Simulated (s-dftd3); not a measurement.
H₅AsSi, triplet, at the geometry of the source list (a higher spin typed on purpose: for a closed-shell molecule this is an excited state); D3(op) for tpssh run with s-dftd3 1.4.0.

Input for s-dftd3:
```
$ s-dftd3 mol.xyz --op tpssh --json dftd3.json --noedisp --grad

# file mol.xyz
7

Si    -0.82500000     0.08340000    -0.08740000
As     1.41440000    -0.16390000    -0.65270000
H     -1.64530000    -0.74100000    -0.98860000
H     -1.24900000     1.47660000    -0.27050000
H     -1.17730000    -0.30410000     1.28360000
H      1.63770000    -1.23170000     0.37960000
H      1.84450000     0.88070000     0.33590000
```

What the program printed (banner, timings and long lists left out):

```
-----------------------------------
 s i m p l e   D F T - D 3  v1.4.0
-----------------------------------

Optimized power damping: tpssh-D3(op)
--------------------
   s6        1.0000
   s8        0.4319
   s9        0.0000
   a1        0.5750
   a1        3.0000
  alp       14.0000
 beta        8.0000
--------------------

Dispersion energy:      -1.7900591248035E-03 Eh

Gradient norm:           6.5835978138643E-04 Eh/a0
--------------------------------------------------
     #    Z           dE/dx      dE/dy      dE/dz
--------------------------------------------------
     1   14 Si    3.460E-04 -3.530E-05  5.802E-05
     2   33 As   -3.189E-04  4.079E-05  4.976E-05
     3    1 H     1.464E-04  1.475E-04  1.366E-04
     4    1 H     3.277E-05 -2.322E-04  8.169E-06
     5    1 H    -7.119E-05  6.855E-05 -1.835E-04
     6    1 H    -5.810E-05  1.300E-04 -4.175E-05
     7    1 H    -7.708E-05 -1.193E-04 -2.728E-05
--------------------------------------------------

Virial:
--------------------------------------------------
      component           x          y          z
--------------------------------------------------
          x      -2.215E-03  8.754E-05 -2.175E-04
          y       8.754E-05 -1.413E-03 -1.749E-05
          z      -2.175E-04 -1.749E-05 -8.226E-04
--------------------------------------------------

[Info] JSON dump of results written to 'dftd3.json'
```
